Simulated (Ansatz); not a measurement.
Reaction (SMILES): [SiH][SiH3] (SiH-SiH3) (closed-shell singlet) → 4 H atom + 2 Si atom
B3LYP-D3(BJ)/def2-TZVP geometries, fixed; electronic energies without zero-point terms.
Largest species:
```xyz
6

Si     0.0071     1.0500     0.8096
H     -0.4184     1.8608    -0.4081
Si     0.0198    -0.9006    -0.5838
H      0.9769    -0.6998    -1.7070
H     -1.3363    -1.1013    -1.1659
H      0.4013    -2.1512     0.1194
```

Basis-set convergence of the atomisation energy at B2PLYP with Ansatz (an electronic-structure program). Cartesian d functions, on some or all atoms, in 6-31+G*, 6-31G**, 6-311+G**; all else is spherical. Cores are frozen. A restricted B2PLYP determinant is unstable towards unrestricted orbitals. Open shells are unrestricted. No added dispersion term, no relativity. Functions are those of the species that has most. Reference: the value in aug-pcseg-3, 361.41 kcal/mol, itself unsure by roughly 0.42 kcal/mol (its mean distance from aug-cc-pV(Q+d)Z, cc-pV(5+d)Z, def2-QZVPPD). Deviations are taken from unrounded values.

```json
[
 {"basis": "6-31+G*", "functions": "54", "atomisation energy (kcal/mol)": "344.26", "minus reference (kcal/mol)": "-17.15"},
 {"basis": "6-31G**", "functions": "58", "atomisation energy (kcal/mol)": "351.57", "minus reference (kcal/mol)": "-9.84"},
 {"basis": "def2-SVPD", "functions": "80", "atomisation energy (kcal/mol)": "353.99", "minus reference (kcal/mol)": "-7.42"},
 {"basis": "6-311+G**", "functions": "86", "atomisation energy (kcal/mol)": "351.50", "minus reference (kcal/mol)": "-9.91"},
 {"basis": "aug-pcseg-1", "functions": "90", "atomisation energy (kcal/mol)": "351.27", "minus reference (kcal/mol)": "-10.15"},
 {"basis": "def2-TZVPP", "functions": "140", "atomisation energy (kcal/mol)": "359.54", "minus reference (kcal/mol)": "-1.87"},
 {"basis": "6-311++G(3df,3pd)", "functions": "166", "atomisation energy (kcal/mol)": "359.28", "minus reference (kcal/mol)": "-2.13"},
 {"basis": "def2-QZVPP", "functions": "260", "atomisation energy (kcal/mol)": "361.34", "minus reference (kcal/mol)": "-0.07"},
 {"basis": "def2-QZVPPD", "functions": "284", "atomisation energy (kcal/mol)": "361.40", "minus reference (kcal/mol)": "-0.01"}
]
```

The smallest set listed that lies within 4 kcal/mol of the reference with all its larger relatives (same family, alike in diffuse functions; a set with none counts only in the reference's own line) is def2-TZVPP (140 functions, -1.87 kcal/mol off). Inside, with no larger relative to test it: 6-311++G(3df,3pd), def2-QZVPPD. (Relatives not listed, tested too: def2-QZVP -0.07 kcal/mol.)
